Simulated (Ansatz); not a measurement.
CH3BrOSi, SMILES `CO[Si]Br`. The species carries charge 0 and has multiplicity 1. All single points use the PBE0-D4/def2-TZVP geometry. It is one conformer, not always the lowest.

```xyz
7

C     0.027   -0.384    0.780
O    -0.784    0.567    0.123
Si   -0.859    1.298   -1.322
Br    0.927    0.404   -2.459
H     0.437    0.070    1.684
H    -0.591   -1.238    1.061
H     0.842   -0.717    0.134
```

(1) What is the dipole moment at ωB97M-V/def2-TZVPP? (Best estimate.)

(2) And with PBE, r2SCAN, B3LYP? (Best estimate.)

(3) Give the Mulliken charges with ωB97M-V, PBE, B3LYP in def2-TZVPP. (Estimate.)

Answers

(1) Computed: 1.96 D, with components (-0.40, -0.54, 1.84) D in this frame, pointing from negative to positive charge.

(2) Ansatz gave: PBE 1.96 D, r2SCAN 2.04 D, B3LYP 1.94 D.

(3) Computed: 
| atom | ωB97M-V | PBE | B3LYP |
| --- | --- | --- | --- |
| C1 | -0.17 | -0.13 | -0.11 |
| O2 | -0.28 | -0.22 | -0.29 |
| Si3 | 0.35 | 0.29 | 0.35 |
| Br4 | -0.28 | -0.26 | -0.29 |
| H5 | 0.13 | 0.11 | 0.11 |
| H6 | 0.13 | 0.11 | 0.11 |
| H7 | 0.12 | 0.10 | 0.10 |

B3LYP here is the variant with VWN-RPA as its local correlation; programs differ in this.
